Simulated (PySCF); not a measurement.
Run record: geometry optimisation, `CSc1ccc(B(F)F)o1`.

Method: PBE0-D3(BJ)/def2-SVP geometry optimisation, gas phase (PySCF 2.14.0). Start geometry: GFN2-xTB. The input is one job of a driver script: a line of settings, then coordinates in Å.

Input:
```
{"job": {"xc": "PBE0", "basis": "def2-SVP", "d3": "d3bj", "grid": 2, "kind": "geom"}, "charge": 0, "multiplicity": 1}
C     -2.416807     1.433276    -0.137719
S     -2.380068    -0.333771    -0.557644
C     -0.719549    -0.683221    -0.191043
C     -0.036889    -1.878058    -0.260714
C      1.271622    -1.581039     0.137121
C      1.324286    -0.228913     0.429558
B      2.477740     0.652539     0.900202
F      2.357560     1.945331     1.148469
F      3.693427     0.164619     1.089747
O      0.077255     0.304133     0.217996
H     -2.169725     1.557308     0.911992
H     -1.707717     1.967434    -0.762169
H     -3.428185     1.773024    -0.334251
H     -0.441696    -2.822085    -0.558706
H      2.094332    -2.262586     0.211386
```

Output:
```
step   0  E = -890.45972704  max force = 0.016272
step   1  E = -890.46127266  max force = 0.002433
step   2  E = -890.46134641  max force = 0.001814
step   3  E = -890.46138364  max force = 0.000573
step   4  E = -890.46138719  max force = 0.000240
optimisation converged
```

Energies in Eh; «max force» is the largest Cartesian gradient component in Eh/bohr.

Task: Give the first gradient maximum in eV/Å.

Result: With 1 Eh/bohr = 51.422 eV/Å, 0.837 eV/Å.

Task: How much energy does the optimisation release, in eV?

Result: E(step 0) − E(last step) = 0.001660 Eh, which is 0.045 eV.

In short: final energy -890.46139 Eh after 4 steps; dipole 2.16 D.

Task: Give the final coordinates.

Result: 0.029 Å rms from the input after alignment:
```
atom  x, y, z in Å
C1    -2.2725    1.5223   -0.0270
S2    -2.2639   -0.2421   -0.4081
C3    -0.5942   -0.6228   -0.1086
C4     0.0665   -1.8314   -0.1813
C5     1.4091   -1.5413    0.1572
C6     1.4925   -0.1916    0.4167
B7     2.6550    0.7108    0.8188
F8     2.5071    2.0101    1.0105
F9     3.8650    0.1991    0.9856
O10    0.2412    0.3545    0.2445
H11   -2.0050    1.7012    1.0226
H12   -1.5860    2.0706   -0.6850
H13   -3.3024    1.8571   -0.2075
H14   -0.3695   -2.7917   -0.4440
H15    2.2389   -2.2441    0.2113
```

Time: 73 s wall; peak memory 0.79 GiB. Hardware: Arm Neoverse V1, one thread, no GPU, shared host with 32 logical CPUs at a one-minute load of 36.
Labels such as C1 count atoms from 1, the log's own numbers from 0.
